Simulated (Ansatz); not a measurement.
Ansatz (a first-principles code) input (B3LYP-D3(BJ)/def2-TZVP):

Ansatz 0.2 input:
```yaml
crystal:
  periodic: [false, false, false]
  atoms:
    - {symbol: C, position_ang: [0.05719976, -0.03873735, 0.58722222]}
    - {symbol: Br, position_ang: [0.89197257, 1.36575570, -0.04781967]}
    - {symbol: Br, position_ang: [-0.90177825, -1.35911502, -0.05284699]}
basis:
  gaussian:
    orbitals: def2-TZVP
hamiltonian:
  xc: b3lyp
  dispersion: d3bj
total_charge: 1
magnetization: {spin_polarized: true, initial_magnetization: 1}
phonons: {temperatures: {t_min: 298.15, t_max: 298.15, t_step: 100}}
```

Output:

```
Functional definition: B3LYP
integrals: 0.08 GiB planned
907 factors; integrals over basis functions are off by at most 2.2e-4 eV
mean field: 1.03 GiB planned
mean field evaluation 1: about -141112.8545 eV, gradient 3.8e1 eV
mean field evaluation 2: about -141093.3144 eV, gradient 6.6e1 eV
mean field evaluation 4: about -141119.6198 eV, gradient 2.6e0 eV
mean field evaluation 8: about -141119.6920 eV, gradient 2.8e-1 eV
mean field evaluation 16: about -141119.6927 eV, gradient 5.9e-4 eV
mean field -141119.69267930 eV, -5186.0530516012 hartree, gradient 2.9e-5 eV, S^2 0.756633; 1 other end points of the search recorded, 0 dependent functions left out
the calculation of the forces begins
reference -141119.69288011 eV, -5186.0530589805 hartree; 38, 37 occupied and 89, 90 virtual orbitals, 907 factors
these checks for a lower state are left out or cut short: stability, starts, cluster_reference, orbital_swaps, neighbouring_geometries, increment
integrals: 0.08 GiB planned
907 factors; integrals over basis functions are off by at most 2.2e-4 eV
mean field: 1.03 GiB planned
mean field -141119.69262330 eV, -5186.0530495429 hartree, gradient 1.3e-6 eV, S^2 0.756646; 0 other end points of the search recorded, 0 dependent functions left out
the calculation of the forces begins
reference -141119.69282410 eV, -5186.0530569222 hartree; 38, 37 occupied and 89, 90 virtual orbitals, 907 factors
these checks for a lower state are left out or cut short: stability, starts, cluster_reference, orbital_swaps, neighbouring_geometries, increment
integrals: 0.08 GiB planned
907 factors; integrals over basis functions are off by at most 2.2e-4 eV
mean field: 1.03 GiB planned
mean field evaluation 32: about -141119.6385 eV, gradient 2.8e-1 eV
mean field -141119.69262122 eV, -5186.0530494668 hartree, gradient 1.5e-6 eV, S^2 0.756621; 0 other end points of the search recorded, 0 dependent functions left out
the calculation of the forces begins
reference -141119.69282203 eV, -5186.0530568462 hartree; 38, 37 occupied and 89, 90 virtual orbitals, 907 factors
these checks for a lower state are left out or cut short: stability, starts, cluster_reference, orbital_swaps, neighbouring_geometries, increment
integrals: 0.08 GiB planned
907 factors; integrals over basis functions are off by at most 2.2e-4 eV
mean field: 1.03 GiB planned
mean field -141119.69266509 eV, -5186.0530510788 hartree, gradient 1.3e-6 eV, S^2 0.756658; 0 other end points of the search recorded, 0 dependent functions left out
the calculation of the forces begins
reference -141119.69286594 eV, -5186.0530584599 hartree; 38, 37 occupied and 89, 90 virtual orbitals, 907 factors
these checks for a lower state are left out or cut short: stability, starts, cluster_reference, orbital_swaps, neighbouring_geometries, increment
integrals: 0.08 GiB planned
907 factors; integrals over basis functions are off by at most 2.2e-4 eV
mean field: 1.03 GiB planned
mean field -141119.69253499 eV, -5186.0530462978 hartree, gradient 1.4e-6 eV, S^2 0.756609; 0 other end points of the search recorded, 0 dependent functions left out
the calculation of the forces begins
reference -141119.69273575 eV, -5186.0530536754 hartree; 38, 37 occupied and 89, 90 virtual orbitals, 907 factors
these checks for a lower state are left out or cut short: stability, starts, cluster_reference, orbital_swaps, neighbouring_geometries, increment
integrals: 0.08 GiB planned
907 factors; integrals over basis functions are off by at most 2.2e-4 eV
mean field: 1.03 GiB planned
mean field -141119.69267219 eV, -5186.0530513398 hartree, gradient 1.2e-6 eV, S^2 0.756625; 0 other end points of the search recorded, 0 dependent functions left out
the calculation of the forces begins
reference -141119.69287300 eV, -5186.0530587192 hartree; 38, 37 occupied and 89, 90 virtual orbitals, 907 factors
these checks for a lower state are left out or cut short: stability, starts, cluster_reference, orbital_swaps, neighbouring_geometries, increment
integrals: 0.08 GiB planned
907 factors; integrals over basis functions are off by at most 2.2e-4 eV
mean field: 1.03 GiB planned
mean field evaluation 64: about -141119.6927 eV, gradient 2.0e-6 eV
mean field -141119.69267311 eV, -5186.0530513734 hartree, gradient 1.5e-6 eV, S^2 0.756641; 0 other end points of the search recorded, 0 dependent functions left out
the calculation of the forces begins
reference -141119.69287391 eV, -5186.0530587527 hartree; 38, 37 occupied and 89, 90 virtual orbitals, 907 factors
Total energy: -141119.84264323 eV, -5186.0585626737 hartree
Atom 0 at     0.057200    -0.038737     0.587222 Å, force    -0.000001     0.000000    -0.000007 eV/Å
Atom 1 at     0.891973     1.365756    -0.047820 Å, force    -0.000003    -0.000006     0.000004 eV/Å
Atom 2 at    -0.901778    -1.359115    -0.052847 Å, force     0.000004     0.000005     0.000004 eV/Å
Dipole moment:    -0.005508     0.003730    -0.056543 e Å
Vibrations: 217.18 548.78 1045.77 cm⁻¹, zero-point energy 0.112313 eV
```
